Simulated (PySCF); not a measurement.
C4H9, charge -1, singlet, at a GFN2-xTB geometry (in this run its highest filled SCF level lies above zero, so its values depend strongly on the basis, on diffuse functions most of all), atoms displaced at random by about 0.03 Å a coordinate; TPSS/STO-3G, gradient by finite differences in PySCF.

The PySCF input:
```python
from pyscf import gto, scf, dft

mol = gto.Mole()
mol.atom = '''
    C     0.803010    1.886847    0.000859
    C     0.724244    0.423190   -0.011447
    C    -0.669894   -0.220914    0.017514
    C    -0.626047   -1.789923    0.038119
    H    -1.724259   -2.151185    0.006262
    H     0.253871    2.298341    0.885884
    H     0.245405    2.312942   -0.926331
    H    -0.089448   -2.124725    0.898435
    H    -0.132411   -2.172947   -0.835203
    H     1.312086   -0.010606   -0.919052
    H     1.231585    0.033827    0.866613
    H    -1.234500    0.055161   -0.813844
    H    -1.238161    0.116413    0.844629
'''
mol.basis = 'sto-3g'
mol.charge = -1
mol.spin = 0
mol.verbose = 4
mol.build()

mf = dft.RKS(mol)
mf.xc = 'tpss'
mf.conv_tol = 1e-11
mf.kernel()
scan, done = mf.as_scanner(), []
scan.scf_summary = {}
def energy(d):
    c = mol.atom_coords()
    c[1, 0] += d
    e = scan(mol.set_geom_(c, unit='Bohr', inplace=False))
    done.append(scan.converged)
    return e
h = 0.2
fd = (energy(h) - energy(-h)) / (2 * h)
print('dE/dx =', fd)
```

### Question
Write the output that PySCF gives for this input, abridged.

### Answer

```
PySCF version 2.14.0

[INPUT] verbose = 4
[INPUT] num. atoms = 13
[INPUT] num. electrons = 34
[INPUT] charge = -1
[INPUT] spin (= nelec alpha-beta = 2S) = 0
[INPUT] symmetry False subgroup None
[INPUT] Mole.unit = angstrom
[INPUT] Symbol           X                Y                Z      unit          X                Y                Z       unit  Magmom
[...]
nuclear repulsion = 122.724636371553
number of shells = 21
number of NR pGTOs = 87
number of NR cGTOs = 29
basis = sto-3g
ecp = {}

******** <class 'pyscf.dft.rks.RKS'> ********
method = RKS
initial guess = minao
damping factor = 0
level_shift factor = 0
DIIS = <class 'pyscf.scf.diis.CDIIS'>
diis_start_cycle = 1
diis_space = 8
diis_damp = 0
SCF conv_tol = 1e-11
SCF conv_tol_grad = None
SCF max_cycles = 50
direct_scf = True
direct_scf_tol = 1e-13
XC library pyscf.dft.libxc version 7.1.2
    S. Lehtola, C. Steigemann, M. J. T. Oliveira, and M. A. L. Marques,  SoftwareX 7, 1–5 (2018)
XC functionals = tpss
    J. Tao, J. P. Perdew, V. N. Staroverov, and G. E. Scuseria,  Phys. Rev. Lett. 91, 146401 (2003)
    J. P. Perdew, J. Tao, V. N. Staroverov, and G. E. Scuseria,  J. Chem. Phys. 120, 6898 (2004)
    J. Tao, J. P. Perdew, V. N. Staroverov, and G. E. Scuseria,  Phys. Rev. Lett. 91, 146401 (2003)
    J. P. Perdew, J. Tao, V. N. Staroverov, and G. E. Scuseria,  J. Chem. Phys. 120, 6898 (2004)
radial grids:
    Treutler-Ahlrichs [JCP 102, 346 (1995); DOI:10.1063/1.469408] (M4) radial grids

becke partition: Becke, JCP 88, 2547 (1988); DOI:10.1063/1.454033
pruning grids: <function nwchem_prune>
grids dens level: 3
symmetrized grids: False
atomic radii adjust function: <function treutler_atomic_radii_adjust>
small_rho_cutoff = 0
Set gradient conv threshold to 3.16228e-06
Initial guess from minao.
tot grids = 144744
init E= -155.865830762816
[...]
cycle= 1 E= -155.658799289866  delta_E= 0.207  |g|= 0.514  |ddm|= 4.23
[...]
cycle= 2 E= -155.526135354252  delta_E= 0.133  |g|= 0.759  |ddm|= 2.68
[...]
cycle= 3 E= -155.749550457273  delta_E= -0.223  |g|= 0.155  |ddm|= 2.19
[...]
cycle= 4 E= -155.757702820443  delta_E= -0.00815  |g|= 0.04  |ddm|= 0.357
[...]
cycle= 5 E= -155.758206000076  delta_E= -0.000503  |g|= 0.00676  |ddm|= 0.0645
[...]
cycle= 6 E= -155.75822200656  delta_E= -1.6e-05  |g|= 0.00241  |ddm|= 0.0143
[...]
cycle= 7 E= -155.75822385248  delta_E= -1.85e-06  |g|= 0.000175  |ddm|= 0.00374
[...]
cycle= 8 E= -155.758223862792  delta_E= -1.03e-08  |g|= 6.72e-05  |ddm|= 0.000357
[...]
cycle= 9 E= -155.758223864141  delta_E= -1.35e-09  |g|= 8.1e-06  |ddm|= 9.9e-05
[...]
cycle= 10 E= -155.758223864163  delta_E= -2.15e-11  |g|= 6.93e-07  |ddm|= 1.42e-05
[...]
cycle= 11 E= -155.758223864163  delta_E= -5.68e-13  |g|= 6.86e-08  |ddm|= 1.64e-06
[...]
Extra cycle  E= -155.758223864163  delta_E= 2.27e-13  |g|= 5.07e-08  |ddm|= 2.53e-07
converged SCF energy = -155.758223864163
Create scanner for <class 'pyscf.dft.rks.RKS'>

WARN: Mole.unit (angstrom) is changed to Bohr

New geometry
   1 C      0.803010000000   1.886847000000   0.000859000000 AA    1.517468975287   3.565624068957   0.001623274741 Bohr
   2 C      0.830079442184   0.423190000000  -0.011447000000 AA    1.568622807359   0.799713198655  -0.021631694948 Bohr
   3 C     -0.669894000000  -0.220914000000   0.017514000000 AA   -1.265916192489  -0.417466957082   0.033096663346 Bohr
   4 C     -0.626047000000  -1.789923000000   0.038119000000 AA   -1.183057371106  -3.382464254060   0.072034470142 Bohr
   5 H     -1.724259000000  -2.151185000000   0.006262000000 AA   -3.258377277816  -4.065150493272   0.011833464992 Bohr
   6 H      0.253871000000   2.298341000000   0.885884000000 AA    0.479746660969   4.343235030859   1.674078138134 Bohr
   7 H      0.245405000000   2.312942000000  -0.926331000000 AA    0.463748239599   4.370826922004  -1.750511890694 Bohr
   8 H     -0.089448000000  -2.124725000000   0.898435000000 AA   -0.169032222390  -4.015148340017   1.697796090724 Bohr
   9 H     -0.132411000000  -2.172947000000  -0.835203000000 AA   -0.250220525880  -4.106274713195  -1.578304928415 Bohr
  10 H      1.312086000000  -0.010606000000  -0.919052000000 AA    2.479483191876  -0.020042435277  -1.736756574234 Bohr
  11 H      1.231585000000   0.033827000000   0.866613000000 AA    2.327358349122   0.063923765616   1.637661225988 Bohr
  12 H     -1.234500000000   0.055161000000  -0.813844000000 AA   -2.332866900776   0.104239182757  -1.537942268121 Bohr
  13 H     -1.238161000000   0.116413000000   0.844629000000 AA   -2.339785188118   0.219988687339   1.596117486865 Bohr

******** <class 'pyscf.scf.hf.RKS_Scanner'> ********
method = RKS_Scanner
initial guess = minao
damping factor = 0
level_shift factor = 0
DIIS = <class 'pyscf.scf.diis.CDIIS'>
diis_start_cycle = 1
diis_space = 8
diis_damp = 0
SCF conv_tol = 1e-11
SCF conv_tol_grad = None
SCF max_cycles = 50
direct_scf = True
direct_scf_tol = 1e-13
XC library pyscf.dft.libxc version 7.1.2
    S. Lehtola, C. Steigemann, M. J. T. Oliveira, and M. A. L. Marques,  SoftwareX 7, 1–5 (2018)
XC functionals = tpss
    J. Tao, J. P. Perdew, V. N. Staroverov, and G. E. Scuseria,  Phys. Rev. Lett. 91, 146401 (2003)
    J. P. Perdew, J. Tao, V. N. Staroverov, and G. E. Scuseria,  J. Chem. Phys. 120, 6898 (2004)
    J. Tao, J. P. Perdew, V. N. Staroverov, and G. E. Scuseria,  Phys. Rev. Lett. 91, 146401 (2003)
    J. P. Perdew, J. Tao, V. N. Staroverov, and G. E. Scuseria,  J. Chem. Phys. 120, 6898 (2004)
radial grids:
    Treutler-Ahlrichs [JCP 102, 346 (1995); DOI:10.1063/1.469408] (M4) radial grids

becke partition: Becke, JCP 88, 2547 (1988); DOI:10.1063/1.454033
pruning grids: <function nwchem_prune>
grids dens level: 3
symmetrized grids: False
atomic radii adjust function: <function treutler_atomic_radii_adjust>
small_rho_cutoff = 0
Set gradient conv threshold to 3.16228e-06
tot grids = 144744
init E= -155.756896744738
[...]
cycle= 1 E= -155.753300961905  delta_E= 0.0036  |g|= 0.0844  |ddm|= 0.46
[...]
cycle= 2 E= -155.751260639339  delta_E= 0.00204  |g|= 0.117  |ddm|= 0.421
[...]
cycle= 3 E= -155.756186534523  delta_E= -0.00493  |g|= 0.00695  |ddm|= 0.233
[...]
cycle= 4 E= -155.756202908013  delta_E= -1.64e-05  |g|= 0.00277  |ddm|= 0.0166
[...]
cycle= 5 E= -155.756205596101  delta_E= -2.69e-06  |g|= 0.000366  |ddm|= 0.0053
[...]
cycle= 6 E= -155.756205635863  delta_E= -3.98e-08  |g|= 8.94e-05  |ddm|= 0.000583
[...]
cycle= 7 E= -155.756205638515  delta_E= -2.65e-09  |g|= 9.17e-06  |ddm|= 0.000142
[...]
cycle= 8 E= -155.756205638554  delta_E= -3.82e-11  |g|= 1.82e-06  |ddm|= 2.16e-05
[...]
cycle= 9 E= -155.756205638555  delta_E= -1.14e-12  |g|= 4.93e-07  |ddm|= 3.62e-06
[...]
Extra cycle  E= -155.756205638555  delta_E= 1.14e-13  |g|= 5.46e-07  |ddm|= 1.55e-06
converged SCF energy = -155.756205638555

WARN: Mole.unit (angstrom) is changed to Bohr

New geometry
   1 C      0.803010000000   1.886847000000   0.000859000000 AA    1.517468975287   3.565624068957   0.001623274741 Bohr
   2 C      0.618408557816   0.423190000000  -0.011447000000 AA    1.168622807359   0.799713198655  -0.021631694948 Bohr
   3 C     -0.669894000000  -0.220914000000   0.017514000000 AA   -1.265916192489  -0.417466957082   0.033096663346 Bohr
   4 C     -0.626047000000  -1.789923000000   0.038119000000 AA   -1.183057371106  -3.382464254060   0.072034470142 Bohr
   5 H     -1.724259000000  -2.151185000000   0.006262000000 AA   -3.258377277816  -4.065150493272   0.011833464992 Bohr
   6 H      0.253871000000   2.298341000000   0.885884000000 AA    0.479746660969   4.343235030859   1.674078138134 Bohr
   7 H      0.245405000000   2.312942000000  -0.926331000000 AA    0.463748239599   4.370826922004  -1.750511890694 Bohr
   8 H     -0.089448000000  -2.124725000000   0.898435000000 AA   -0.169032222390  -4.015148340017   1.697796090724 Bohr
   9 H     -0.132411000000  -2.172947000000  -0.835203000000 AA   -0.250220525880  -4.106274713195  -1.578304928415 Bohr
  10 H      1.312086000000  -0.010606000000  -0.919052000000 AA    2.479483191876  -0.020042435277  -1.736756574234 Bohr
  11 H      1.231585000000   0.033827000000   0.866613000000 AA    2.327358349122   0.063923765616   1.637661225988 Bohr
  12 H     -1.234500000000   0.055161000000  -0.813844000000 AA   -2.332866900776   0.104239182757  -1.537942268121 Bohr
  13 H     -1.238161000000   0.116413000000   0.844629000000 AA   -2.339785188118   0.219988687339   1.596117486865 Bohr

******** <class 'pyscf.scf.hf.RKS_Scanner'> ********
method = RKS_Scanner
initial guess = minao
damping factor = 0
level_shift factor = 0
DIIS = <class 'pyscf.scf.diis.CDIIS'>
diis_start_cycle = 1
diis_space = 8
diis_damp = 0
SCF conv_tol = 1e-11
SCF conv_tol_grad = None
SCF max_cycles = 50
direct_scf = True
direct_scf_tol = 1e-13
XC library pyscf.dft.libxc version 7.1.2
    S. Lehtola, C. Steigemann, M. J. T. Oliveira, and M. A. L. Marques,  SoftwareX 7, 1–5 (2018)
XC functionals = tpss
    J. Tao, J. P. Perdew, V. N. Staroverov, and G. E. Scuseria,  Phys. Rev. Lett. 91, 146401 (2003)
    J. P. Perdew, J. Tao, V. N. Staroverov, and G. E. Scuseria,  J. Chem. Phys. 120, 6898 (2004)
    J. Tao, J. P. Perdew, V. N. Staroverov, and G. E. Scuseria,  Phys. Rev. Lett. 91, 146401 (2003)
    J. P. Perdew, J. Tao, V. N. Staroverov, and G. E. Scuseria,  J. Chem. Phys. 120, 6898 (2004)
radial grids:
    Treutler-Ahlrichs [JCP 102, 346 (1995); DOI:10.1063/1.469408] (M4) radial grids

becke partition: Becke, JCP 88, 2547 (1988); DOI:10.1063/1.454033
pruning grids: <function nwchem_prune>
grids dens level: 3
symmetrized grids: False
atomic radii adjust function: <function treutler_atomic_radii_adjust>
small_rho_cutoff = 0
Set gradient conv threshold to 3.16228e-06
tot grids = 144744
init E= -155.765722716103
[...]
cycle= 1 E= -155.733718109856  delta_E= 0.032  |g|= 0.122  |ddm|= 0.782
[...]
cycle= 2 E= -155.734736254889  delta_E= -0.00102  |g|= 0.122  |ddm|= 0.453
[...]
cycle= 3 E= -155.739495757174  delta_E= -0.00476  |g|= 0.0184  |ddm|= 0.236
[...]
cycle= 4 E= -155.739618312963  delta_E= -0.000123  |g|= 0.004  |ddm|= 0.0444
[...]
cycle= 5 E= -155.739623439701  delta_E= -5.13e-06  |g|= 0.000622  |ddm|= 0.00692
[...]
cycle= 6 E= -155.739623584499  delta_E= -1.45e-07  |g|= 9.42e-05  |ddm|= 0.00119
[...]
cycle= 7 E= -155.73962358711  delta_E= -2.61e-09  |g|= 3.11e-05  |ddm|= 0.000171
[...]
cycle= 8 E= -155.739623587456  delta_E= -3.46e-10  |g|= 4.47e-06  |ddm|= 6.15e-05
[...]
cycle= 9 E= -155.739623587464  delta_E= -7.9e-12  |g|= 7.73e-07  |ddm|= 9.01e-06
[...]
Extra cycle  E= -155.739623587464  delta_E= 3.98e-13  |g|= 7.93e-07  |ddm|= 2.66e-06
converged SCF energy = -155.739623587464
dE/dx = -0.041455127727871854
```
